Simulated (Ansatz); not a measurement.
CH6BClOSi (`BOC[SiH2]Cl`). The species carries charge 0 and has multiplicity 1.

```xyz
11

B    -1.9590   -0.1318    0.7956
O    -0.6379   -0.1087    1.0342
C     0.2632    0.6541    0.2389
Si    1.3796   -0.5351   -0.7060
Cl    2.6942    0.5839   -1.8228
H    -2.4210    0.5251   -0.0993
H    -2.6208   -0.8251    1.5100
H     0.8591    1.2873    0.9023
H    -0.2794    1.3072   -0.4542
H     0.5671   -1.3697   -1.6223
H     2.1548   -1.3872    0.2236
```

Question: Give the diagnostics of a CCSD(T)/def2-TZVPP run (frozen core, Ansatz 0.2.0). (An estimate is asked.)

Answer: The calculation gave: T1 = 0.0126, largest single amplitude 0.024, largest double 0.016, (T) share of the correlation energy 3.7 %, 9 CCSD cycles. The RHF solution is stable towards an unrestricted one. T1 lies under the customary mark of 0.02 for closed shells.
